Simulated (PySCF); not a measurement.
RuCl₃, quartet: molecular constants

Computed with UBP86 in PySCF with Ru def2-TZVP with ECP28, Cl def2-TZVP; scalar-relativistic core potentials, no spin–orbit coupling; density-fitted integrals.

The structure is a minimum.

* Point group: C2v
* Bond lengths: Ru–Cl 2.172 Å, Ru–Cl 2.213 Å (×2)
* Bond angles: Cl–Ru–Cl 105.8° (×2), Cl–Ru–Cl 148.5°
* Lowest empty level (β): -5.61 eV
* Dipole moment: 0.36 D
* Highest occupied level (β): -6.22 eV
* Rotational constants: 0.09123, 0.05313, 0.03358 cm⁻¹
* Zero-point energy: 8.8 kJ/mol
* Spin squared ⟨S²⟩: 3.760
* Atomisation energy without zero-point energy: 1066 kJ/mol
* Principal polarisabilities: 49.5, 84.5, 113.5 bohr³
* Heat capacity Cp at 298.15 K: 76.3 J/(mol K)
* Principal quadrupole moments (Buckingham, traceless) about the centre of mass: -3.06, -0.07, 3.13 D Å
* Rotational symmetry number: 2
* Enthalpy at 298.15 K above 0 K: 18.29 kJ/mol
* Entropy at 298.15 K and 1 bar (electronic part: spin only): 359.2 J/(mol K)

Harmonic modes (masses in u: Ru 101.904, Cl 34.969):
| symmetry | ω (cm⁻¹) | IR (km/mol) | μ (u) | type |
| --- | --- | --- | --- | --- |
| b2 | 78 | 0.0 | 37.53 | bend |
| b1 | 92 | 0.9 | 51.69 | bend |
| a1 | 103 | 0.6 | 40.51 | bend |
| a1 | 364 | 1.1 | 35.09 | stretch |
| a1 | 416 | 35.1 | 43.33 | stretch |
| b2 | 417 | 95.9 | 47.34 | stretch |

In C2v the vibrations span 2b2 + b1 + 3a1. Here b1 is antisymmetric to the molecular plane and b2 lies in it.

Charges (e):
| atom | Mulliken | Löwdin | polar tensor | spin (Mulliken) | Mayer order to Ru1 |
| --- | --- | --- | --- | --- | --- |
| Ru1 | 0.73 | -0.39 | 1.14 | 2.27 | – |
| Cl2,3 | -0.26 | 0.10 | -0.41 | 0.24 | 1.13 |
| Cl4 | -0.21 | 0.18 | -0.31 | 0.25 | 1.25 |

Mulliken populations on Ru1 (electrons outside its core potential): s 2.50, p 6.28, d 6.48, f 0.01.

Outer orbital energies (eV). α occupied: -9.45, -9.02, -8.94, -8.47, -7.29, -6.94, -6.91, -6.54; empty: -5.42, -0.89, -0.40, 0.74. β occupied: -10.19, -9.29, -9.16, -9.16, -8.80, -8.60, -8.27, -6.22; empty: -5.61, -5.39, -5.28, -4.79.

Formally Ru is in oxidation state +3, d5, with 3 unpaired electrons (the high-spin count would be 5). The Mulliken spin on Ru is 2.27. The polar-tensor charge on Ru, 1.14, is far below the formal one.

Only a few start shapes were tried, so a lower isomer may exist. With open d or f shells other occupations or spin states may lie lower.

The final relaxation and frequency run took 66 s on 4 threads of a shared Intel Xeon 6975P-C (Granite Rapids) host, with 151 basis functions and 14 gradients; the process peaked at 1.4 GiB.
